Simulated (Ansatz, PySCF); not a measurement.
Spin states of HOPt (SMILES [OH][Pt]), each relaxed with B3LYP-D3(BJ)/def2-TZVP.
State 1 (charge 0, multiplicity 2):
```xyz
3

Pt    -0.93316    -0.64186    -0.81054
O      0.47324    -0.13832     0.32072
H      0.42675     0.82754     0.41950
```
State 2 (charge 0, multiplicity 4):
| atom | x (Å) | y (Å) | z (Å) |
|---|---|---|---|
| Pt | -0.9971 | -0.7228 | -0.8700 |
| O | 0.4564 | -0.0915 | 0.3145 |
| H | 0.5076 | 0.8616 | 0.4852 |

Singlets are restricted, other states unrestricted; no spin–orbit coupling, no relativity up to Kr; see below for the cores. The largest T1 diagnostic is 0.081.

Correlated levels freeze the inner cores; with def2 sets outer-core shells near the valence are correlated too.

Programs: Ansatz (Gaussian orbitals); PySCF for the dispersion terms.  In def2 rows elements past Kr take small-core potentials, without spin–orbit coupling.

```
level                     energy of the multiplicity-4 state less that of the multiplicity-2 state (kcal/mol)
------------------------  -----------------------------------------------------------------------------------
BLYP/def2-TZVPP                                                                                         30.48
BLYP-D4/def2-TZVPP                                                                                      30.50
r2SCAN-D3(BJ)/def2-TZVPP                                                                                27.13
r2SCANh/def2-TZVPP                                                                                          ?
PBE0/def2-TZVPP                                                                                         28.29
PBE0-D3(BJ)/def2-TZVPP                                                                                  28.29
CAM-B3LYP/def2-TZVPP                                                                                    28.16
B2PLYP-D3(BJ)/def2-TZVPP                                                                                    ?
CCSD/def2-SVP                                                                                           28.13
```

Task: Fill in the missing entries.

Result: 
- r2SCANh/def2-TZVPP, energy of the multiplicity-4 state less that of the multiplicity-2 state (kcal/mol): 26.48
- B2PLYP-D3(BJ)/def2-TZVPP, energy of the multiplicity-4 state less that of the multiplicity-2 state (kcal/mol): 31.13

Doubts at one or more of the structures used: T1 above 0.05 (CCSD/def2-SVP).

Ansatz is a quantum-chemistry and plane-wave program.
